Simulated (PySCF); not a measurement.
A GIAO shielding run with PySCF (density fitting, non-relativistic, gas phase) on SMILES F[Si@]([SiH3])(P)CC[SiH3], C₂H₁₂FPSi₃:

```
$ OMP_NUM_THREADS=1 python probes_run.py task.json out

{"job": {"kind": "nmr", "xc": "PBE0", "basis": "pcSseg-1"}, "charge": 0, "multiplicity": 1}
F     -1.155400     1.332629    -1.692831
Si    -1.186423     0.802976    -0.147113
Si    -2.398734    -1.188702    -0.191737
P     -1.931475     2.601694     0.990579
C      0.658312     0.565559     0.295362
C      1.315377    -0.503792    -0.575523
Si     3.166924    -0.723434    -0.194936
H     -2.071857    -2.017101     0.974657
H     -2.111369    -1.985282    -1.386265
H     -3.845569    -0.951826    -0.159685
H     -2.009485     1.926492     2.196592
H     -3.264962     2.363101     0.705699
H      0.764862     0.294708     1.347612
H      1.185897     1.513657     0.165992
H      0.792420    -1.453510    -0.435869
H      1.183303    -0.234414    -1.624764
H      3.862710     0.545714    -0.415115
H      3.316783    -1.119454     1.208534
H      3.718883    -1.759765    -1.068650
```

Hardware: 1 thread of an Arm Neoverse N1, shared host. The job also computes population analyses, field gradients.

(1) How large is the calculation?

(2) How long does it take, and how much memory does it need?

Answers

(1) 90 electrons, 207 basis functions and 1171 auxiliary functions.

(2) 87 s of wall time, with 12 SCF cycles and 4 response iterations; peak memory 1 GiB. Times on a shared host scatter by some tens of per cent.
